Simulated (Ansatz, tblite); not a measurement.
Cost and result up the ladder for the cluster Ag2Cl⁺ (3 atoms). Total charge 1; singlet. Geometry: PBE0-D4/def2-TZVP.

Cartesian coordinates in Å:
```
Ag -0.0314 -1.9798 0.7661
Ag -0.7070 1.9246 -0.5510
Cl 0.7384 0.0552 -0.2151
```

Ansatz on 4 threads of Arm Neoverse V1 on a shared host; xTB runs through tblite on one thread. Times are rough, summed over both states, and most runs start from the orbitals of an earlier one. RPA@PBE/def2-TZVP serves as the yardstick here, not as an exact answer. The other state is a triplet at its own geometry.

In the def2 sets Ag takes a core potential; there is no spin–orbit coupling. The xTB rows come from tblite. HSE06 is defined as in plane-wave codes, on full-range PBE exchange. Correlated methods freeze 5 core orbitals; core or outer-core shells of Ag are correlated, in sets that lack core-valence functions. The structure comes from a short search, and lower isomers may exist.

xTB has no spin-polarisation term.

```json
{"level": "GFN1-xTB", "functions": "27", "wall time": "0.005 s"}
{"level": "GFN2-xTB", "functions": "27", "wall time": "0.006 s"}
{"level": "HF/def2-TZVP", "functions": "117", "wall time": "3.7 s"}
{"level": "HSE06-D4/def2-TZVP (with forces)", "functions": "117", "wall time": "8.7 s"}
{"level": "RPA@PBE/def2-TZVP", "functions": "117", "wall time": "9.7 s"}
{"level": "r2SCAN-D4/def2-TZVP", "functions": "117", "wall time": "16 s"}
```

(1) Estimate what each level gives for the triplet − singlet (eV).

Results:

(1) 
| level | triplet − singlet (eV) | difference from RPA@PBE/def2-TZVP (eV) |
| --- | --- | --- |
| GFN1-xTB | 2.53 | -0.86 |
| GFN2-xTB | 3.58 | 0.19 |
| HF/def2-TZVP | 4.33 | 0.94 |
| HSE06-D4/def2-TZVP (with forces) | 3.77 | 0.38 |
| RPA@PBE/def2-TZVP | 3.39 | 0.00 |
| r2SCAN-D4/def2-TZVP | 3.34 | -0.05 |
